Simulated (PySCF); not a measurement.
CH₅AlFN. Atoms are numbered in the order given.

```xyz
9

Al     0.0350    -0.0314     0.0000
F      1.6533    -0.4580     0.0000
C     -0.4724     1.8443     0.0000
H     -0.0655     2.3617     0.8853
H     -1.5656     1.9845     0.0000
H     -0.0655     2.3617    -0.8853
N     -1.1162    -1.3729     0.0000
H     -2.1269    -1.2760     0.0000
H     -0.8623    -2.3564     0.0000
```

Geometry optimised at B3LYP-D3(BJ)/def2-SVP. The values are those of a single conformer.

Level of theory: PySCF with HF/def2-TZVP.

Symmetry labels are those of the subgroup Cs that the program uses (full group Cs).

**Question.** List the valence orbital energies around the gap with their symmetry. (The exact figures need the calculation; the answer reports its results.)

**Answer.** 
```tsv
orbital	symmetry	energy (eV)
HOMO−7	A'	-17.36
HOMO−6	A'	-16.50
HOMO−5	A"	-16.41
HOMO−4	A'	-15.53
HOMO−3	A"	-14.79
HOMO−2	A'	-14.77
HOMO−1	A'	-11.91
HOMO	A"	-11.01
LUMO	A'	2.48
LUMO+1	A"	3.02
LUMO+2	A'	3.80
LUMO+3	A'	4.22
```
